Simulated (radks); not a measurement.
The numbers below are computed, except where a source is named.
Problem. Te34+, configuration [Ar]. Level of theory: Dirac Kohn-Sham, PBE, spin-unpolarised, spherical densities, point nucleus (a radial shooting solver on a logarithmic mesh with Libxc functionals). Some entries of the table are withheld. Estimate them.

orbital  occ.  eigenvalue (hartree)  <r> (bohr)
1s1/2       2                   (1)     0.02781
2s1/2       2                   (2)      0.1183
2p1/2       2                   (3)     0.09981
2p3/2       4                   (4)      0.1052
3s1/2       2             -89.93720      0.2939
3p1/2       2                   (5)      0.2804
3p3/2       4                   (6)      0.2889
3d3/2       0                   (7)         (8)
3d5/2       0                   (9)        (10)
4s1/2       0             -45.94641      0.5626

Solution. 
(1) 1s1/2 eigenvalue (hartree): -1227.994
(2) 2s1/2 eigenvalue (hartree): -243.0701
(3) 2p1/2 eigenvalue (hartree): -232.4224
(4) 2p3/2 eigenvalue (hartree): -222.1709
(5) 3p1/2 eigenvalue (hartree): -85.98250
(6) 3p3/2 eigenvalue (hartree): -83.55904
(7) 3d3/2 eigenvalue (hartree): -77.60669
(8) 3d3/2 <r> (bohr): 0.2526
(9) 3d5/2 eigenvalue (hartree): -77.04218
(10) 3d5/2 <r> (bohr): 0.2553
